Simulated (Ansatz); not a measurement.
This geometry of C$_{2}$H$_{5}$SSi (9 atoms, charge 1, multiplicity 1) is a first-order saddle point.

Method: RKS PBE0-D4/def2-SVP in Ansatz.

```xyz
9
Properties=species:S:1:pos:R:3
C -0.269 0.900 -1.172
S 0.674 -0.514 -0.549
C 0.556 -0.669 1.090
Si 0.916 -0.804 2.748
H 0.219 1.793 -0.759
H -1.316 0.826 -0.854
H -0.169 0.879 -2.267
H -0.002 -1.563 -1.106
H -0.610 -0.847 2.870
```

**Question.** Which two structures does it join? (They come from a converged band through this point; their orientation in space is the band's.)

**Answer.** Bonds broken: Si4–H9. Bonds formed: C3–H9.

First end point:

```xyz
9
Properties=species:S:1:pos:R:3
C -0.244 0.918 -1.277
S 0.692 -0.481 -0.606
C 0.243 -0.675 0.994
Si 0.664 -0.823 2.579
H 0.180 1.817 -0.812
H -1.309 0.808 -1.041
H -0.060 0.925 -2.361
H 0.047 -1.505 -1.241
H -0.213 -0.983 3.765
```

Last end point:

```xyz
9
Properties=species:S:1:pos:R:3
C -0.268 0.833 -1.014
S 0.660 -0.558 -0.325
C 0.293 -0.642 1.360
Si 1.451 -0.735 2.668
H 0.196 1.744 -0.613
H -1.326 0.770 -0.729
H -0.143 0.795 -2.106
H -0.084 -1.565 -0.866
H -0.779 -0.643 1.625
```

**Question.** How far does it lie above each of them?

**Answer.** 3.5 kcal/mol above the first and 44.2 kcal/mol above the second. This is the barrier of this one path; another mechanism may lie lower. The orbitals stay closed-shell, which can raise the energy where a bond breaks towards radicals; this wasn't checked here.

The run took 97 s on 2 threads of Intel(R) Xeon(R) Platinum 8488C (Sapphire Rapids) (shared host), peak memory 0.2 GiB.
